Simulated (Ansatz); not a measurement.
Input for Ansatz (a first-principles code): U-PBE0/def2-TZVPP on Be2+, 2S+1 = 4, a spin state set in the input, which need not be the lowest. Charge +1.

Ansatz 0.2 input:
```yaml
crystal:
  periodic: [false, false, false]
  atoms:
    - {symbol: Be, position_ang: [0.00000000, 0.00000000, 0.00000000]}
    - {symbol: Be, position_ang: [0.00000000, 0.00000000, 1.82400000]}
basis:
  gaussian:
    orbitals: def2-TZVPP
hamiltonian:
  xc: {name: PBE0}
total_charge: 1
magnetization: {spin_polarized: true, initial_magnetization: 3}
relax: {f_tol: 0.002, max_steps: 120}
```

Question: What total energy does the run end on?

Answer: -28.9134 hartree.

Question: How many basis functions does it have, and what does it roughly cost on one machine?

Answer: 38 functions; roughly 6 core-seconds.
